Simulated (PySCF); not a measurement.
Compound: C₃H₆SSi.
Atom-mapped SMILES: `[CH2:1]=[C:2]1[CH2:3][SiH2:4][S:5]1` (hydrogens: H6, H7 on C1; H8, H9 on C3; H10, H11 on Si4)

The closed-shell ground state was solved at several levels (PySCF, density fitting, gas phase, non-relativistic). Geometry: PBE0-D3(BJ)/def2-SVP; no solvent, vibrations or thermal averaging.

```csv
level,basis functions,total energy (Eh),HOMO (eV),LUMO (eV),gap (eV),dipole (D)
PBE0/pcSseg-2,278,-805.2759,-6.45,-0.45,6.00,1.91
B3LYP/pcSseg-2,278,-805.7255,-6.23,-0.65,5.58,1.88
B97-2/pcSseg-2,278,-805.6788,-6.21,-0.44,5.77,1.91
KT3/pcSseg-2,278,-812.7680,-5.43,-1.30,4.13,1.78
OPBE/pcSseg-2,278,-805.5677,-5.41,-1.15,4.26,1.82
B97-D/pcSseg-2,278,-805.5897,-5.34,-1.15,4.19,1.82
wB97X-D/pcSseg-2,278,-805.6340,-8.22,1.27,9.49,1.99
LC-wPBE/pcSseg-2,278,-805.3946,-9.00,1.61,10.61,2.04
HF/pcSseg-2,278,-803.6133,-8.71,2.32,11.03,2.18
PBE/pcSseg-2,278,-805.2057,-5.41,-1.28,4.13,1.79
"PBE0/6-311+G(2d,p)",187,-805.2499,-6.43,-0.52,5.91,1.83
PBE0/aug-cc-pVDZ,177,-805.2123,-6.42,-0.52,5.90,1.87
```

Estimate the row for BLYP/pcSseg-2, a basis of 278 functions; the other rows only guide the guess.

Total energy -805.6220 Eh, HOMO -5.23 eV, LUMO -1.14 eV, gap 4.09 eV, dipole 1.77 D.

Over all these levels, which gives the widest orbital gap and which the narrowest?

HF/pcSseg-2 (Hartree–Fock, all exact exchange) has the widest, 11.03 eV, and BLYP/pcSseg-2 (GGA) the narrowest, 4.09 eV. The two share the basis. From the narrowest to the widest the HOMO moves by -3.48 eV and the LUMO by +3.46 eV.

How much does the basis alone move the frontier levels among the 3 PBE0 rows?

The HOMO by 0.03 eV and the LUMO by 0.07 eV. By rising basis size (HOMO, LUMO in eV): aug-cc-pVDZ -6.42, -0.52; 6-311+G(2d,p) -6.43, -0.52; pcSseg-2 -6.45, -0.45.

In the pcSseg-2 basis, how does the gap go with the fixed share of exact exchange?

BLYP (0 %) 4.09 eV; KT3 (0 %) 4.13 eV; PBE (0 %) 4.13 eV; B97-D (0 %) 4.19 eV; OPBE (0 %) 4.26 eV; B3LYP (20 %) 5.58 eV; B97-2 (21 %) 5.77 eV; PBE0 (25 %) 6.00 eV; HF (100 %) 11.03 eV. Each rise in the share widens the gap here.

How far do the dipole and the HOMO energy spread over the levels?

The dipole runs from 1.77 to 2.18 D (mean 1.89 D) and the HOMO from -9.00 to -5.23 eV.

The pairwise dispersion term of B97-D and wB97X-D wasn't added to the energies; at a given geometry it leaves orbitals and properties as they are.
